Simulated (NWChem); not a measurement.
System: CH4BClS; SMILES ClB(S)C

NWChem input:

```
start job
memory heap 200 mb stack 900 mb global 1100 mb
geometry units angstroms noautosym nocenter noautoz
  B      0.338948    -0.015420    -0.074546
  Cl    -0.563982     1.485520    -0.400772
  C      1.906102     0.026978    -0.038332
  H      2.291772     0.399343    -0.996819
  H      2.377317    -0.938809     0.168939
  H      2.242735     0.744239     0.722133
  S     -0.683610    -1.483217     0.189881
  H      0.322371    -2.360872     0.394212
end
basis spherical
  * library 6-311g**
end
dft
  xc xpbe96 cpbe96
  iterations 150
end
tddft
  cis
  ecut -85.0
  nroots 6
  notriplet
end
task tddft energy
```

The geometry was optimised at B3LYP/6-31G* (spherical d).

Core excitations by TDA in a window of 1s orbitals, non-relativistic and unshifted: absolute energies depend strongly on the exact-exchange share.

### Question
What results follow from this input? (PBE/6-311G** (spherical d), restricted-window TDA.) Quantities: first 1s excitation (eV); dipole oscillator strength of the first; first state with f > 0.002 (eV); dipole oscillator strength of that state.

### Answer
first 1s excitation (eV): 2394.2
dipole oscillator strength of the first: 0.0012
first state with f > 0.002 (eV): 2395.6
dipole oscillator strength of that state: 0.0024
